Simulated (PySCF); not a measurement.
C2H8N2OSi, SMILES N(/[Si@H](N)O)=C/C. Coordinates come from a PBE0-D3(BJ)/def2-SVP optimisation. The structure was generated by enumeration; whether it is a known compound was not checked. Other conformers were not sampled.

Give the equilibrium geometry at PBE0-D3(BJ)/def2-SVP (PySCF confirms it by a frequency run) as bond lengths and angles. (Estimate from the structure and the level; the computed values follow.)

Several could match; the one computed here: 
Atoms: C1 C2 N3 Si4 N5 O6 H7 H8 H9 H10 H11 H12 H13 H14. Bonded distances (Å): C1–C2 1.500, C1–H7 1.098, C1–H8 1.103, C1–H9 1.102, C2–N3 1.262, C2–H10 1.112, N3–Si4 1.737, Si4–N5 1.718, Si4–O6 1.664, Si4–H11 1.497, N5–H12 1.012, N5–H13 1.014, O6–H14 0.962. Bond angles (°): C2–C1–H7 112.4, C2–C1–H8 109.4, C2–C1–H9 110.2, H7–C1–H8 109.0, H7–C1–H9 109.3, H8–C1–H9 106.4, C1–C2–N3 128.5, C1–C2–H10 113.5, N3–C2–H10 118.0, C2–N3–Si4 132.9, N3–Si4–N5 109.2, N3–Si4–O6 103.9, N3–Si4–H11 116.3, N5–Si4–O6 111.8, N5–Si4–H11 105.4, O6–Si4–H11 110.5, Si4–N5–H12 120.4, Si4–N5–H13 120.0, H12–N5–H13 111.8, Si4–O6–H14 113.3.
